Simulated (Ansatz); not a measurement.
| atom | x (Å) | y (Å) | z (Å) |
| --- | --- | --- | --- |
| B | 0.0000 | 0.0000 | 0.0000 |
| H | 1.1100 | 0.0000 | 0.0000 |
| H | -0.5550 | 0.9613 | 0.0000 |
| H | -0.5550 | -0.9613 | 0.0000 |

Basis set: 6-31G* (spherical functions). Left uncorrelated: 1 orbital. Charge 0, multiplicity 1.

Computed with Ansatz (development build ahead of 0.2.0); each method stands on the lowest determinant of its kind that the runs found. Restricted open shells among the atoms or ions are ROHF, correlated in semicanonical orbitals with singles.

Give the atomization energy at this shape (free ground-state atoms in the same class of orbitals less the molecule, no zero-point energy) of singlet BH₃ by RHF-MP2, RHF.

```csv
method,atomization energy
RHF-MP2,1049.3 kJ/mol
RHF,958.5 kJ/mol
```

Caution: the shape is not the minimum.
